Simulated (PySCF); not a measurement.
Excitation energy of Tl⁺ by level of theory

Tl⁺ [Xe] 4f14 5d10 6s2 (1S) → Tl⁺ [Xe] 4f14 5d10 6s1 6p1 (3P), as a difference of total energies. Computed with PySCF 2.14 in aug-cc-pwCVDZ-PP with ECP60MDF (6s5p4d1f, 48 functions), with a scalar-relativistic core potential. Correlated levels: valence: 5s2 5p6 5d10 frozen; valence and next inner shell: nothing frozen outside the core potential. The calculations carry no spin-orbit coupling.

| method | excitation energy (cm⁻¹) | error (cm⁻¹) |
| --- | --- | --- |
| UHF | 45750 | -11502 |
| LDA | 62207 | +4954 |
| PBE | 59920 | +2668 |
| PBE0 | 57228 | -24 |
| r2SCAN | 57609 | +357 |
| B2PLYP | 55557 | -1696 |
| PBEsol | 60261 | +3008 |
| r2SCANh | 56895 | -358 |
| MN15 | 60216 | +2964 |
| MP2 (valence) | 49574 | -7679 |
| SCS-MP2 (valence) | 50696 | -6556 |
| MP2 (valence and next inner shell) | 59604 | +2351 |
| SCS-MP2 (valence and next inner shell) | 59555 | +2303 |

Reference: 57252 cm⁻¹ (measured; NIST levels, between the centres of gravity of the two terms).

Errors of the correlated levels include the incompleteness of this basis and the frozen core.
